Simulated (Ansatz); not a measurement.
**A barrier at the coupled-cluster level**

Start structure (BNH4SeF2, singlet), relaxed at PBE0-D4/def2-TZVP:

```tsv
atom	x (Å)	y (Å)	z (Å)
B1	0.1526	0.6170	-1.4124
N2	1.1266	0.1435	-0.5431
F3	-1.1461	0.4498	-1.1520
F4	0.4662	1.2555	-2.5363
H5	-0.9743	-0.1135	2.8592
Se6	-0.8977	-1.3939	2.1466
H7	2.1071	0.2557	-0.7250
H8	0.8929	-0.3425	0.3088
H9	-1.7275	-0.8715	1.0541
```

The step: BNH₂F₂ ([NH2][B]([F])[F]) + H₂Se → BHSeF₂ ([F][B]([F])[SeH]) + NH₃ (still joined by a long B–N bond); bonds formed: B1–Se6, N2–H5; bonds broken: H5–Se6; bonds weakened to dative contacts: B1–N2. Ansatz 0.2.0; basis: def2-TZVPP and def2-QZVPP; cores frozen in the correlated methods. Filled d shells of the heavier atoms are correlated. The def2 sets are not built for correlating such inner shells, so the correlated values are less sure here. Extrapolation: Hartree–Fock as exp(−7.88 √X), correlation as X^−2.97. Energies below are by CCSD(T) at an estimated basis limit (MP2 extrapolated from triple and quadruple zeta, plus CCSD(T) − MP2 in triple zeta).

(1) What are the electronic barrier and the energy of the step, from the start structure to the end structure? (To be estimated.)

The T1 diagnostic stays at or below 0.012.

Results:

(1) The calculation gives: Barrier 27.77 kcal/mol; step energy -1.01 kcal/mol (downhill); reverse barrier, their difference, 28.78 kcal/mol. Barrier and step energy count from the start structure, the reverse barrier from the end structure.

The saddle point: One imaginary mode of 1168i cm⁻¹.
| pair | start (Å) | saddle (Å) | end (Å) |
| --- | --- | --- | --- |
| B1–Se6 | 4.22 | 2.55 | 2.06 |
| N2–H5 | 4.01 | 1.36 | 1.02 |
| B1–N2 | 1.39 | 1.51 | 1.66 |
| H5–Se6 | 1.47 | 1.73 | 3.07 |

Zero-point energy (harmonic, PBE0-D4): ZPE is 32.69 kcal/mol at the start and 31.84 kcal/mol at the saddle, so the barrier goes from 27.77 to 26.92 kcal/mol.

Labels in which every atom is bracketed show which atoms are joined, not bond orders.

For scale, one of the runs: CCSD(T)/def2-TZVPP, 228 basis functions, launched by `ansatz run in.yaml --threads 8 --pin off --events-out ev --progress --plain --max-ram 19148MiB`. The run took 68 s on 8 CPU threads of a Oxide Virtual Turin-like (shared host), with 4.3 GiB of host memory at its peak.
